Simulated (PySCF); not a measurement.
# Worked example: oscillator strength and radiative lifetime

C₃H₇AlO₂, SMILES [CH3][Al]1[O]CC[O]1.

Coordinates come from a PBE0-D3(BJ)/def2-SVP optimisation. The geometry has at least one imaginary mode, so it is a saddle point at that level. The values are those of a single conformer.

TDDFT-ωB97X/def2-SVPD (PySCF) puts the first singlet state with f over 0.02 at 7.40 eV (vertical), with the transition dipole (0.024, 0.243, -0.311) in atomic units.

### Question
Find the oscillator strength, the wavelength and the radiative lifetime that this transition would have in vacuum if emission retraced absorption.

### Answer

|μ|² = 0.1563 au, so |μ| = 1.01 D. ΔE = 7.40/27.211 = 0.2719 hartree. f = (2/3) ΔE |μ|² = 0.028 (the program prints 0.028).
λ = 1239.84/7.40 = 168 nm; ν = 59685 cm⁻¹.
Einstein's coefficient A = 0.6670 ν² f s⁻¹ (ν in cm⁻¹) = 6.7e7 s⁻¹, so τ = 1/A = 15 ns. This state is S4; the lower singlets have f = 0.000, 0.006, 0.013. The figure is the radiative limit of this one transition; relaxation, internal conversion, crossing to triplets and a medium change what is measured.
